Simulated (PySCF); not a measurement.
Delta-SCF ions had no search for a lower state. Excitations are Tamm–Dancoff values on a coarser integration grid. The basis has no diffuse functions, so Rydberg states are missing or too high.

**C10H9BO, SMILES `c1cc(cc2-c(cc(O)c2)c1)B` (charge 0, multiplicity 1)**

Computed with ωB97X-D3(BJ)/def2-TZVP // PBE0-D3(BJ)/def2-SVP (PySCF 2.14.0).

```yaml
HOMO: -8.01 eV
dipole_moment: 0.86 D
HOMO–LUMO gap: 7.37 eV
LUMO: -0.64 eV
S1 excitation (TDA): 2.92 eV
S1 oscillator strength: 0.010
brightest of the four lowest singlets (TDA): 5.19 eV
T1 excitation (TDA): 2.24 eV
S1–T1 gap (TDA): 0.67 eV
vertical ionisation energy (Delta-SCF): 7.62 eV
vertical electron affinity (Delta-SCF): 0.96 eV
total_energy: -486.8790 Ha
cost: about 50 core-minutes (a rough figure)
```

```xyz
21

B     -3.3095    -1.1016    -0.1906
C     -1.9924    -0.3058    -0.1566
C     -2.0786     1.0947    -0.3313
C     -1.0913     2.0762    -0.3518
C      0.2904     1.9378    -0.2015
C      1.0368     0.7816     0.0079
C      2.4276     0.7193     0.1498
C      2.7840    -0.6291     0.3443
O      4.0499    -1.0226     0.5133
C      1.6343    -1.4391     0.3294
C      0.5189    -0.6093     0.1229
C     -0.7992    -1.0367     0.0461
H     -3.3015    -2.3038    -0.0461
H     -4.3641    -0.5324    -0.3612
H     -3.0976     1.4685    -0.4748
H     -1.4458     3.0994    -0.5077
H      0.8725     2.8643    -0.2551
H      3.1221     1.5571     0.1175
H      4.0759    -1.9787     0.6293
H      1.6034    -2.5221     0.4550
H     -0.9360    -2.1176     0.1612
```
Charge 0, spin multiplicity 1.
